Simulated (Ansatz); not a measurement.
Cd₇Se₆Br₂, relaxed as a singlet with RKS PBE-D4/def2-SVP in Ansatz, starting from the GFN1-xTB geometry. Force threshold 0.03 eV/Å.

In the def2 sets Cd takes a core potential; there is no spin–orbit coupling. Single mean-field runs in def2-SVP are fitted with def2-universal-jkfit. Another isomer (singlet) lies 0.41 eV lower at PBE0-D4/def2-TZVP; other spin states weren't run for this one.

Start:

```tsv
atom	x (Å)	y (Å)	z (Å)
Cd1	0.529	1.121	1.933
Cd2	-2.561	0.071	2.890
Cd3	0.047	-2.540	-2.872
Cd4	-0.441	2.346	-1.481
Cd5	4.605	0.202	-1.722
Cd6	0.417	-3.187	0.255
Cd7	-2.365	-3.240	-1.143
Se8	2.333	-0.424	-1.138
Se9	1.892	1.735	-0.338
Se10	-1.880	2.107	0.872
Se11	-0.239	-0.689	3.355
Se12	-1.886	0.429	-2.251
Se13	-1.724	-0.083	0.018
Br14	-5.001	0.136	3.262
Br15	6.275	2.016	-1.640
```

| step | energy (eV) | largest force component (eV/Å) | SCF passes |
| --- | --- | --- | --- |
| 1 | -564008.6332 | 1.342 | 24 |
| 2 | -564009.1515 | 0.382 | 28 |
| 3 | -564009.2745 | 0.202 | 24 |
| 4 | -564009.3746 | 0.343 | 24 |
| 5 | -564009.5379 | 0.691 | 24 |
| 6 | -564009.6281 | 0.250 | 24 |
| 7 | -564009.6565 | 0.148 | 22 |
| 8 | -564009.7027 | 0.185 | 24 |
| 9 | -564009.7454 | 0.214 | 24 |
| 10 | -564009.7620 | 0.477 | 24 |
| 11 | -564009.7864 | 0.197 | 23 |
| 15 | -564009.8548 | 0.163 | 24 |
| 19 | -564009.9019 | 0.075 | 23 |
| 23 | -564009.9975 | 0.191 | 23 |
| 27 | -564010.1198 | 0.171 | 24 |
| 31 | -564010.3105 | 0.256 | 26 |
| 35 | -564010.9043 | 0.483 | 32 |
| 39 | -564011.4295 | 0.265 | 24 |
| 43 | -564011.8713 | 0.446 | 23 |
| 47 | -564012.2734 | 0.420 | 23 |
| 51 | -564012.3178 | 0.062 | 21 |
| 55 | -564012.3243 | 0.061 | 18 |
| 59 | -564012.3414 | 0.044 | 21 |
| 62 | -564012.3445 | 0.023 | 18 |

Force components are those of the run's own axes.

End:

```csv
atom,x (Å),y (Å),z (Å)
Cd1,1.435,0.944,1.935
Cd2,-1.826,0.035,2.117
Cd3,-0.359,-1.624,-2.167
Cd4,0.251,1.558,-0.933
Cd5,3.505,0.899,-0.995
Cd6,0.049,-3.218,1.826
Cd7,-2.157,-2.608,-0.383
Se8,1.545,-0.847,-0.416
Se9,2.209,2.840,0.336
Se10,-2.257,1.905,0.261
Se11,0.123,-0.252,3.714
Se12,-1.273,0.824,-3.117
Se13,-3.065,0.563,-1.555
Br14,-3.791,-1.731,1.655
Br15,5.612,0.712,-2.278
```

Bonds lost: Cd1–Se10, Cd2–Se13, Cd3–Cd6, Se8–Se9 (atoms count from 1). Bonds formed: Cd1–Se8, Cd3–Se8, Cd3–Se12, Cd4–Se8, Cd5–Se9, Cd7–Br14 (atoms count from 1). Metal–metal contacts that move far: Cd1–Cd4 3.75 to 3.16 Å.

No frequencies were taken in this run, so the end may be a saddle point.

Run time 4.3 min (2 threads of AMD EPYC 7R13 on a shared host and a share (18 GiB) of an NVIDIA H100 80GB HBM3), peak host memory 1.2 GiB.
